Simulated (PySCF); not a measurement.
Does the answer move with the share of exact exchange?

C3H5BOS.
SMILES: `C#CB(O)SC`

Torsions of this conformer, `[CH:1]#[C:2][B:3]([OH:4])[S:5][CH3:6]`: C2–B3–S5–C6 180°, H–O4–B3–C2 179°.

PySCF, pcSseg-2 basis, density fitting, gas phase, PBE0-D3(BJ)/def2-SVP geometry. One functional is left out:

| functional | exact exchange (%) | HOMO energy (eV) | LUMO energy (eV) | dipole moment (D) |
| --- | --- | --- | --- | --- |
| B97-D | 0 | -6.11 | -1.71 | 2.222 |
| BLYP | 0 | -5.99 | -1.69 | 2.230 |
| BP86 | 0 | -6.24 | -1.93 | 2.260 |
| LDA | 0 | -6.29 | -2.08 | 2.350 |
| OPBE | 0 | -6.16 | -1.75 | 2.271 |
| PBE | 0 | -6.16 | -1.85 | 2.266 |
| B3LYP | 20 | -7.09 | -1.15 | 2.206 |
| B97-2 | 21 | -7.08 | -0.97 | 2.205 |
| PBE0 | 25 | -7.32 | -0.96 | 2.227 |
| BHandHLYP | 50 | -8.36 | 0.07 | 2.163 |

Q: Predict the row of mPW1PW91 (25 % exact exchange) by straight lines through the other rows, and check it.

A: 
```csv
property,line,computed,computed − line,"PBE0 (25 %), for comparison"
HOMO energy (eV),-7.28,-7.34,-0.06,-7.32
LUMO energy (eV),-0.90,-0.97,-0.07,-0.96
dipole moment (D),2.211,2.218,+0.007,2.227
```

Q: Which of these properties follows the share of exact exchange most closely, and which least?

A: Most closely the HOMO energy, least the dipole moment; the correlations over the tabulated rows are HOMO energy -0.994, LUMO energy 0.983, dipole moment -0.719. The HOMO energy moves by -0.445 eV for every 10 %. Functionals with the same share still differ in their other parts: at 0 % BLYP and LDA differ by 0.30 eV in it.
